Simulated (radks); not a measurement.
The silver ion Ag+ inside a hard spherical wall (all orbitals vanish at R), configuration held at [Kr] 4d10 and not refilled when levels cross. Calculated with a radial shooting solver on a logarithmic mesh with Libxc functionals: scalar-relativistic Kohn-Sham, LDA (Slater exchange, Perdew-Wang correlation), spin-polarised, spherical densities, finite nucleus; Fermi nuclear charge, rms radius 4.5454 fm. Eigenvalues in eV for spin up, with the zero of energy where the potential of the charges vanishes at infinity; a dash marks a level that is unbound or too diffuse for the functional's potential to be trusted. A positive occupied level is held by the wall or, in an anion where self-interaction has pushed it up, behind a barrier. The pressure on the wall is -dE/dV.

| R (bohr) | E (hartree) | kinetic (hartree) | e(3d) | e(4s) | e(4p) | e(4d) | e(5s, empty) | e(5p, empty) | pressure (GPa) |
|---|---|---|---|---|---|---|---|---|---|
| free | -5310.72774 | 5515.519 | -367.07 | -103.36 | -66.986 | -15.920 | -11.619 | -6.414 | 0 |
| 20 | -5310.72774 | 5515.519 | -367.07 | -103.36 | -66.986 | -15.920 | -11.619 | -6.414 | < 0.0001 |
| 15 | -5310.72774 | 5515.519 | -367.07 | -103.36 | -66.986 | -15.920 | -11.619 | -6.414 | < 0.0001 |
| 10 | -5310.72774 | 5515.519 | -367.07 | -103.36 | -66.986 | -15.920 | -11.618 | -6.400 | < 0.0001 |
| 8 | -5310.72771 | 5515.519 | -367.06 | -103.36 | -66.984 | -15.917 | -11.606 | -6.297 | 0.00212 |
| 7 | -5310.72753 | 5515.521 | -367.05 | -103.35 | -66.971 | -15.905 | -11.561 | -6.090 | 0.0201 |
| 6 | -5310.72621 | 5515.535 | -366.97 | -103.27 | -66.901 | -15.842 | -11.367 | -5.519 | 0.194 |
| 3.5 | -5310.52058 | 5516.761 | -362.49 | -99.392 | -63.179 | -12.214 | -2.929 | 7.416 | 80.4 |
| 3 | -5310.14089 | 5518.659 | -357.43 | -95.312 | -59.284 | -8.098 | 6.780 | 20.056 | 327 |
| 2 | -5304.31436 | 5544.036 | -318.56 | -67.380 | -31.035 | 25.144 | 92.290 | 118.48 | 10300 |
| 1.5 | -5282.35205 | 5624.927 | -243.47 | -8.497 | 32.933 | 100.03 | 290.92 | 327.73 | 95500 |
